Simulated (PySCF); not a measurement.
# Dipole moment and polarisability of `C#[C][Al]([S]C)[S]BC`

C4H8AlBS2.
Geometry (GFN2-xTB, Å), atoms numbered from 1 in this order:
```xyz
16
C4H8AlBS2 angstrom
C      1.175    2.920   -1.069
C      0.491    1.997   -0.685
Al    -0.632    0.535   -0.076
S     -2.633    0.967    0.736
C     -3.424   -0.696    0.817
S     -0.028   -1.579   -0.431
B      1.679   -1.597    0.043
C      2.376   -0.406    0.801
H      1.771    3.726   -1.399
H     -2.716   -1.473    0.529
H     -4.273   -0.693    0.142
H     -3.761   -0.848    1.838
H      2.270   -2.569   -0.235
H      1.669    0.260    1.311
H      3.108   -0.746    1.532
H      2.921    0.211    0.084
```

Level: CAM-B3LYP/def2-SVPD (PySCF), static field, nuclei fixed, core orbitals frozen in the response. The polarisability tensor in these axes (au):

```
x   151.59   5.19  -8.69
y     5.19 133.64  -5.32
z    -8.69  -5.32  98.23
```

Q: Give the principal values, the mean and the anisotropy Δα = √{½[(α1 − α2)² + (α2 − α3)² + (α1 − α3)²]}.

A: Principal values 96.32, 132.46 and 154.69 au; mean 127.82 au = 18.94 Å³ = 21.07 × 10⁻⁴⁰ C²·m²/J; Δα = 51.02 au (40 % of the mean).

Q: What is the dipole moment, and where does it point?

A: (0.55, 0.09, 0.36) D, 0.67 D in size, pointing from the negative to the positive side. Measured along this direction, the outermost atoms are H11 at the negative end and H15 at the positive end.

Q: What molar refraction does this α imply?

A: Lorentz–Lorenz: R = (4π/3)N_A α = 2.5225 cm³/(mol·Å³) × 18.94 Å³ = 47.8 cm³/mol, in the limit of long wavelengths.

Q: Find the Langevin capture rate constant for H3+ (3.023 u) meeting this molecule (157.998 u), k = 2.342 × 10⁻⁹ cm³/s × √(α in Å³ / reduced mass in u).

A: The reduced mass is 2.97 u, so k = 5.92 × 10⁻⁹ cm³/s. The formula leaves out the permanent dipole, which adds to the capture rate.

Q: Form Σ f/ω² (atomic units) for the 8 lowest TDDFT singlets, given as eV and f, and set it beside the mean polarisability, which is this sum over all singlets: 5.07, 0.0753; 5.20, 0.0360; 5.43, 0.0114; 5.63, 0.0170; 5.71, 0.0389; 5.91, 0.0129; 5.93, 0.0096; 6.04, 0.0092.

A: They add up to 5.39 au, 4.2 % of the 127.82 au; the largest single term is 2.17 au, from the state at 5.07 eV. Terms in order: 2.17, 0.99, 0.29, 0.40, 0.88, 0.27, 0.20, 0.19 au. Higher excitations give the rest. The strengths listed sum to 0.210.

Q: In a dilute gas of rigid molecules at 350 K, how does the orientational term μ²/3kT compare with the electronic polarisability?

A: In Gaussian units μ²/3kT = 3.06 Å³ against 18.94 Å³, a ratio of 0.16; the Debye molar polarisation (4π/3)N_A(α + μ²/3kT) is 55.5 cm³/mol, leaving out the vibrational part.

Q: What depolarisation ratio follows for Rayleigh scattering of linearly polarised light, taking the static tensor?

A: ρ = 3Δα²/(45ᾱ² + 4Δα²) = 7809.7/(735222 + 10413.0) = 0.0105.

One conformer (not necessarily the lowest) at the GFN2-xTB geometry, without solvent, vibrations or thermal averaging.
